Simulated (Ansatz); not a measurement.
`F[SiH](Cl)C[SiH3]` and `F[SiH]([SiH3])C[SiH3]` differ in one atom or group.

Ansatz, PBE0-D4/def2-TZVP geometries, multiplicity 1. Each molecule was computed in one conformer, which needn't be the lowest.

| property | `F[SiH](Cl)C[SiH3]` |
| --- | --- |
| LUMO energy (ωB97M-V/def2-TZVPP) / eV | 1.89 |
| LUMO energy (B3LYP/def2-TZVPP) / eV | 0.07 |
| size of the dipole moment (ωB97M-V/def2-TZVPP) / D | 1.84 |
| LUMO energy (PBE0/def2-TZVPP) / eV | 0.26 |
| HOMO–LUMO gap (PBE0/def2-TZVPP) / eV | 9.14 |
| size of the dipole moment (B3LYP/def2-TZVPP) / D | 1.86 |

Question: What does the change do to each property? (Best estimate.)

Answer: Computed: 
| property | `F[SiH]([SiH3])C[SiH3]` | shift |
| --- | --- | --- |
| LUMO energy (ωB97M-V/def2-TZVPP) / eV | 1.33 | -0.56 |
| LUMO energy (B3LYP/def2-TZVPP) / eV | -0.61 | -0.68 |
| size of the dipole moment (ωB97M-V/def2-TZVPP) / D | 1.12 | -0.72 |
| LUMO energy (PBE0/def2-TZVPP) / eV | -0.46 | -0.72 |
| HOMO–LUMO gap (PBE0/def2-TZVPP) / eV | 7.69 | -1.45 |
| size of the dipole moment (B3LYP/def2-TZVPP) / D | 1.14 | -0.72 |

With PBE0 the HOMO rises by 0.73 eV and the LUMO falls by 0.72 eV, so the gap narrows by about 1.45 eV. PBE moves the HOMO by 0.59 eV and ωB97M-V by 0.87 eV. Dipoles are sizes alone; their direction can turn.

B3LYP here is the variant with VWN-RPA as its local correlation; programs differ in this.
